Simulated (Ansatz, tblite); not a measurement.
Cost and result up the ladder for the cluster Cs4H5⁻ (the lowest singlet isomer of a short search) (9 atoms). Total charge -1; singlet. Geometry: r2SCAN-D4/def2-TZVPD.

Cartesian coordinates in Å:
```
Cs 0.248 1.140 -2.608
Cs -0.495 -2.720 0.920
Cs 2.259 0.209 1.694
Cs -2.706 0.996 0.231
H -1.935 2.886 -1.744
H -1.417 -1.116 -1.379
H -0.758 -0.062 2.184
H 2.544 1.384 -0.907
H 2.259 -2.718 1.609
```

Ansatz on 4 threads of Arm Neoverse V2 on a shared host; xTB runs through tblite on one thread. Times are rough, summed over both states, and most runs start from the orbitals of an earlier one. PBE0-D4/def2-TZVPD serves as the yardstick here, not as an exact answer. The other state is a doublet.

In the def2 sets Cs takes a core potential; there is no spin–orbit coupling. The xTB rows come from tblite. HOMO above LUMO, or a gap near zero within one spin, warns that the state may not be the lowest or that an electron is smeared out. The structure comes from a short search, and lower isomers may exist.

Run but left out: GFN1-xTB (tight binding far off the other levels).

Raw xTB energies of ions are shifted by several eV.

```csv
level,functions,wall time,vertical IE (eV),difference from PBE0-D4/def2-TZVPD (eV),remarks
GFN2-xTB,21,0.008 s,7.01,4.47,–
PBE-D4/def2-TZVPD,173,11 s,2.19,-0.35,gap within one spin near zero (doublet)
PBE0-D4/def2-TZVPD (with forces),173,14 s,2.54,0.00,–
r2SCAN-D4/def2-TZVPD,173,24 s,2.04,-0.50,gap within one spin near zero (doublet)
```
